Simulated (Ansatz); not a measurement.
The same path of ClH$_{3}$S$_{2}$Si (7 atoms, charge 0, multiplicity 1) was run twice with different band settings. The coordinate that changes most is the dihedral Cl4–Si2–S3–H7.

Computed with Ansatz, RKS PBE-D4/cc-pVDZ.

Relaxed end points:

```xyz
7
Properties=species:S:1:pos:R:3
S -0.610 1.356 -1.395
Si -0.042 -0.003 0.181
S 1.795 -0.873 -0.537
Cl -1.578 -1.411 0.486
H -1.929 1.351 -1.031
H 0.175 0.639 1.523
H 2.251 -1.126 0.728
```

```xyz
7
Properties=species:S:1:pos:R:3
S -0.466 1.086 -1.384
Si 0.013 0.108 0.482
S 2.005 -0.687 0.303
Cl -1.445 -1.358 0.876
H -1.811 1.099 -1.130
H 0.038 1.014 1.678
H 1.727 -1.332 -0.872
```

Common settings: movable images 9; climbing image yes; optimiser quadratic models (default); start path IDPP; force threshold 0.03 eV/Å; end points relaxed.

| run | spring | iteration limit |
| --- | --- | --- |
| 1 | 5.0 eV/Å² | 20 |
| 2 | 0.5 eV/Å² | 28 |

(1) What does each run give, and how far can it be trusted?

Answers

(1) Run 1: converged after 9 iterations, highest image 0.021 eV above the first end. Beside the main top the profile has a ripple of under 15 meV (maxima at images 2, 6), which may be a very shallow well or noise. A vibrational analysis at the climbing image gives one clearly imaginary mode, 146i cm⁻¹: a first-order saddle point.
Run 2: converged after 8 iterations, highest image 0.021 eV above the first end. Beside the main top the profile has a ripple of under 15 meV (maxima at images 2, 6), which may be a very shallow well or noise. Another band between the same ends (9 images) ends at a top of the same energy, where a vibrational analysis finds 1 clearly imaginary mode.
